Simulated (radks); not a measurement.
Species: In6+. Configuration: [Kr] 4d7 (the NIST ground configuration).

Calculated with a radial shooting solver on a logarithmic mesh with Libxc functionals: Dirac Kohn-Sham, PBE, spin-unpolarised, spherical densities, finite nucleus; open shells fill j = l - 1/2 first; Fermi nuclear charge, rms radius 4.6156 fm.

Energy parts (eV):
part                       energy
total                 -159811.262
kinetic                167937.705
electron-nucleus      -383893.140
Hartree                 60412.345
exchange-correlation    -4268.172

Orbitals (lengths in bohr, moments of r in powers of bohr; r(90%) holds 90 % of the orbital's charge):
| orbital | occ. | eigenvalue (eV) | <r^4> | r(90%) |
|---|---|---|---|---|
| 1s1/2 | 2 | -27828.83 | 3.718e-06 | 0.0534 |
| 2s1/2 | 2 | -4245.629 | 0.0006500 | 0.198 |
| 2p1/2 | 2 | -3965.682 | 0.0004204 | 0.178 |
| 2p3/2 | 4 | -3754.808 | 0.0004909 | 0.185 |
| 3s1/2 | 2 | -880.6161 | 0.02943 | 0.513 |
| 3p1/2 | 2 | -767.6744 | 0.02873 | 0.511 |
| 3p3/2 | 4 | -729.5248 | 0.03245 | 0.526 |
| 3d3/2 | 4 | -529.9081 | 0.02816 | 0.508 |
| 3d5/2 | 6 | -522.0841 | 0.02926 | 0.513 |
| 4s1/2 | 2 | -208.2647 | 0.9007 | 1.20 |
| 4p1/2 | 2 | -170.6112 | 1.151 | 1.28 |
| 4p3/2 | 4 | -163.5362 | 1.291 | 1.32 |
| 4d3/2 | 4 | -103.4296 | 2.540 | 1.57 |
| 4d5/2 | 3 | -102.3526 | 2.630 | 1.58 |

The highest occupied level is 4d5/2 at -102.35 eV. The density falls to 0.001 e/bohr^3 at r = 2.55 bohr. For comparison, the ionisation energy in NIST's Atomic Spectra Database is 109 eV (theoretical). In exact Kohn-Sham theory the highest level is minus the ionisation energy, but local and semilocal functionals leave it too shallow, through self-interaction and a potential that decays too fast; potentials with the right tail come closer.

Beside tabulated values, note that spin-unpolarised runs miss the spin-polarisation part of the exchange energy of open shells.
